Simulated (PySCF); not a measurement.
Spinor energies of Hg (mercury, neutral)

Start: [Xe] 4f14 5d9 6s2 6p1; 5d3/2 filled at m_j = -3/2, -1/2, +1/2, +3/2; 5d5/2 filled at m_j = -3/2, -1/2, +1/2, +3/2, +5/2; 6p3/2 filled at m_j = +3/2. Calculated with PySCF 2.14 in x2c-SVPall-2c with one added diffuse shell each of s, p, d type (8s11p10d2f, 105 functions): generalised Hartree-Fock with the X2C-1e Hamiltonian and a Gaussian nucleus; spin-orbit coupling (SO) screened by Boettger's factors. This is a chosen level, not necessarily the ground level.

| spinor shell | electrons | ε, screened SO (eV) | weight of nominal j (screened SO) | rms radius, screened SO (bohr) |
| --- | --- | --- | --- | --- |
| 1s1/2 | 2 | -83539.2 | 1.000 | 0.0187 |
| 2s1/2 | 2 | -14961.4 | 1.000 | 0.0756 |
| 2p1/2 | 2 | -14331.8 | 1.000 | 0.0639 |
| 2p3/2 | 4 | -12378.2 | 1.000 | 0.0720 |
| 3s1/2 | 2 | -3624.7 | 1.000 | 0.193 |
| 3p1/2 | 2 | -3342.1 | 1.000 | 0.184 |
| 3p3/2 | 4 | -2902.7 | 1.000 | 0.201 |
| 3d3/2 | 4 | -2438.9 | 1.000 | 0.177 |
| 3d5/2 | 6 | -2346.2 | 1.000 | 0.180 |
| 4s1/2 | 2 | -839.63 | 1.000 | 0.424 |
| 4p1/2 | 2 | -717.08 | 1.000 | 0.429 |
| 4p3/2 | 4 | -609.68 | 1.000 | 0.463 |
| 4d3/2 | 4 | -408.98 | 1.000 | 0.476 |
| 4d5/2 | 6 | -388.68 | 1.000 | 0.486 |
| 5s1/2 | 2 | -144.90 | 1.000 | 0.968 |
| 4f5/2 | 6 | -128.11 | 0.999 | 0.526 |
| 4f7/2 | 8 | -123.89 | 0.999 | 0.527 |
| 5p1/2 | 2 | -101.76 | 0.999 | 1.09 |
| 5p3/2 | 4 | -82.672 | 0.999 | 1.13 |
| 5d3/2 | 4 | -23.322 | 0.973 | 1.50 |
| 5d5/2 | 5 | -20.837 | 0.978 | 1.57 |
| 6s1/2 | 2 | -11.992 | 0.998 | 2.82 |
| 6p3/2 | 1 | -4.910 | 1.000 | 4.33 |

```tsv
quantity	screened SO
E (hartree)	-19638.09552
M_J	4
⟨J²⟩	20.012
⟨L²⟩	12.157
⟨S²⟩	2.151
```

Each row is a mean over spinors that exchange with the open shell spreads, by up to 4.970 eV (5p3/2).

Breit and QED terms are absent; they matter most for the inner s and p1/2 levels.

Densities and radii are taken from the X2C orbitals without a picture-change correction, which distorts them close to the nucleus.
